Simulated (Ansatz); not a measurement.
Si₂₀H₃₀⁻, a nanocrystal cut from cubic silicon, relaxed as a doublet with UKS PBE-D4/def2-SVP in Ansatz, starting from the PBE-D4/def2-SVP geometry of the neutral singlet. Force threshold 0.03 eV/Å.

Single mean-field runs in def2-SVP are fitted with def2-universal-jkfit. The highest occupied level of the relaxed charge -1 doublet lies above zero (up to 0.28 eV). By energy differences its removal costs 1.03 eV (each at its own geometry, to the charge 0 singlet, at PBE-D4/def2-SVP); self-interaction error and the lack of diffuse functions both raise the level. The relaxation made no stability test and no search for a lower SCF solution.

Start:

```xyz
50

Si    1.574   -2.091   -1.374
Si   -1.464   -1.173   -3.657
Si   -0.859   -2.319    1.619
Si   -3.785   -1.389   -0.802
Si    1.956    1.230   -3.399
Si    2.297   -0.101    1.858
Si    2.645    3.130   -0.313
Si   -0.606    0.909   -0.424
Si   -3.001    0.766    2.702
Si    0.009    2.882    2.932
Si   -0.009   -2.882   -2.931
Si    3.002   -0.767   -2.702
Si    0.607   -0.909    0.424
Si   -2.296    0.102   -1.858
Si   -2.646   -3.129    0.313
Si   -1.956   -1.231    3.399
Si    0.859    2.319   -1.620
Si    3.784    1.391    0.801
Si    1.464    1.172    3.658
Si   -1.573    2.091    1.375
H     2.356   -3.263   -0.825
H    -0.754   -0.309   -4.667
H    -2.646   -1.809   -4.351
H    -0.074   -3.491    2.164
H    -4.661   -1.995   -1.873
H    -4.684   -0.676    0.174
H     1.009    0.927   -4.530
H     3.014    2.170   -3.928
H     3.079   -1.275    2.403
H     3.613    3.824   -1.243
H     2.176    4.145    0.696
H    -4.279    0.433    1.979
H    -3.365    1.573    3.926
H     0.820    4.019    2.369
H    -0.750    3.409    4.126
H     0.751   -3.409   -4.125
H    -0.819   -4.019   -2.367
H     3.365   -1.574   -3.926
H     4.281   -0.434   -1.979
H    -3.077    1.277   -2.404
H    -2.178   -4.144   -0.697
H    -3.614   -3.822    1.243
H    -3.014   -2.171    3.926
H    -1.010   -0.929    4.531
H     0.074    3.490   -2.166
H     4.683    0.678   -0.175
H     4.661    1.996    1.872
H     2.645    1.807    4.354
H     0.753    0.307    4.666
H    -2.355    3.263    0.826
```

```json
{"step": "1", "energy (eV)": "-157918.4247", "largest force component (eV/Å)": "0.343", "SCF passes": "24"}
{"step": "2", "energy (eV)": "-157918.5400", "largest force component (eV/Å)": "0.074", "SCF passes": "27"}
{"step": "3", "energy (eV)": "-157918.5613", "largest force component (eV/Å)": "0.028", "SCF passes": "23"}
{"step": "4", "energy (eV)": "-157918.5672", "largest force component (eV/Å)": "0.013", "SCF passes": "21"}
```

Force components are those of the run's own axes.

End:

```xyz
50

Si    1.5662   -2.0799   -1.3685
Si   -1.4377   -1.1528   -3.6467
Si   -0.8559   -2.3071    1.6109
Si   -3.7703   -1.3703   -0.7765
Si    1.9284    1.2122   -3.3924
Si    2.2855   -0.0993    1.8490
Si    2.6205    3.1218   -0.2923
Si   -0.6048    0.9066   -0.4226
Si   -2.9992    0.7507    2.6718
Si    0.0258    2.8768    2.9025
Si   -0.0256   -2.8771   -2.9013
Si    3.0000   -0.7512   -2.6716
Si    0.6055   -0.9068    0.4228
Si   -2.2847    0.0999   -1.8489
Si   -2.6214   -3.1202    0.2915
Si   -1.9284   -1.2133    3.3922
Si    0.8559    2.3068   -1.6117
Si    3.7697    1.3723    0.7763
Si    1.4380    1.1523    3.6475
Si   -1.5654    2.0797    1.3689
H     2.3482   -3.2530   -0.8094
H    -0.7770   -0.3236   -4.7324
H    -2.6376   -1.7961   -4.3195
H    -0.0616   -3.4792    2.1546
H    -4.6289   -1.9804   -1.8704
H    -4.7525   -0.6953    0.1629
H     1.0383    0.9504   -4.5932
H     2.9977    2.1654   -3.8965
H     3.0647   -1.2821    2.3912
H     3.5894    3.7979   -1.2462
H     2.2186    4.2044    0.6921
H    -4.3361    0.4477    2.0209
H    -3.3388    1.5715    3.9034
H     0.8213    4.0735    2.4149
H    -0.7553    3.3860    4.1010
H     0.7554   -3.3864   -4.0999
H    -0.8206   -4.0742   -2.4136
H     3.3391   -1.5724   -3.9030
H     4.3372   -0.4477   -2.0215
H    -3.0625    1.2836   -2.3915
H    -2.2205   -4.2034   -0.6928
H    -3.5902   -3.7960    1.2459
H    -2.9982   -2.1665    3.8952
H    -1.0389   -0.9521    4.5936
H     0.0608    3.4781   -2.1561
H     4.7510    0.6969   -0.1637
H     4.6292    1.9825    1.8695
H     2.6373    1.7948    4.3220
H     0.7761    0.3218    4.7313
H    -2.3476    3.2530    0.8103
```

By distances, no bond broke or formed. The bond that changes most is Si8–Si14, from 2.36 to 2.35 Å (atoms count from 1).

The force fell under the threshold at step 3, but the optimiser went on and released 0.006 eV more. No frequencies were taken in this run, so the end may be a saddle point.

Run time 39 s (2 threads of AMD EPYC 7R13 on a shared host and a share (18 GiB) of an NVIDIA H100 80GB HBM3), peak host memory 1.1 GiB.
